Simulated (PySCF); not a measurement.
Zn(OH)2 (H₂O₂Zn), SMILES [OH][Zn][OH]. Geometry: PBE0-D3(BJ)/def2-TZVP. The isomer is the one that the SMILES or the coordinates give; other isomers of the formula were not compared. The values are those of a single conformer.

Method: PBE0-D3(BJ)/def2-TZVP (PySCF).

Harmonic wavenumbers (cm⁻¹): 144, 171, 178, 612, 745, 788, 791, 3909, 3910. Rotational constants (GHz): 356.9, 4.594, 4.591; symmetry number 2.

### Question
Work out the zero-point energy and the ideal-gas rigid-rotor harmonic-oscillator thermochemistry at 298.15 K and 1 atm.

### Answer
ZPE = ½ Σ hcν = ½ × 11249 cm⁻¹ = 16.08 kcal/mol. H − E(el) = 19.88 kcal/mol. Entropy in cal/(mol K): translation 39.70, rotation 19.91, vibration 8.64, total 68.25. G − E(el) = -0.47 kcal/mol. Cp = 16.69 cal/(mol K). Modes under 150 cm⁻¹ make the vibrational entropy uncertain.
